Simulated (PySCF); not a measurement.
## Correlation energy of Sc²⁺ (scandium, charge +2)

[Ar] 4p1, 2P determinant (an excited configuration). Computed with PySCF 2.14 in x2c-QZVPPall, with the spin-free X2C one-electron Hamiltonian (Gaussian nucleus). Frozen: [Ne]; 9 electrons correlated.

```tsv
level	correlation energy (mhartree)
CCSD	-243.95
(T)	-5.92
CCSD(T)	-249.87
```

Diagnostics: T1 = 0.0075, D1 = 0.0318, largest double amplitude 0.031.

**Question.** Is a single reference adequate?

**Answer.** Yes: T1 lies below 0.03 and no double amplitude reaches 0.07.

This basis was not built for core-valence correlation, so the inner-shell part is incomplete.
